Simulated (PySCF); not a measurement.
C₂HCl₂, SMILES [CH]=C(Cl)Cl, multiplicity 2.

Geometry: PBE0-D3(BJ)/def2-SVP. The isomer is the one that the SMILES or the coordinates give; other isomers of the formula were not compared.

The numbers are results of TDA-PBE/def2-SVPD in PySCF, not measurements.

Vertical excitations. Gas-phase values at a fixed geometry.

Computed lowest excited states:
```tsv
state	energy (eV)	λ (nm)	f	main pairs
root 1	1.93	643	0.001	β HOMO→LUMO 99 %
root 2	3.56	348	0.006	β HOMO−1→LUMO 98 %
root 3	3.88	320	0.000	β HOMO−2→LUMO 100 %
root 4	4.20	295	0.001	α HOMO−1→LUMO 45 %, β HOMO→LUMO+1 49 %
root 5	4.32	287	0.014	β HOMO−3→LUMO 93 %
root 6	4.81	258	0.002	α HOMO→LUMO 97 %
root 7	5.14	241	0.000	α HOMO−1→LUMO+1 25 %, β HOMO→LUMO+2 74 %
root 8	5.35	232	0.008	α HOMO→LUMO+1 98 %
root 9	5.66	219	0.000	α HOMO−1→LUMO+1 74 %, β HOMO→LUMO+2 25 %
root 10	5.93	209	0.000	β HOMO−4→LUMO 97 %
```
Unrestricted roots are not spin-pure.
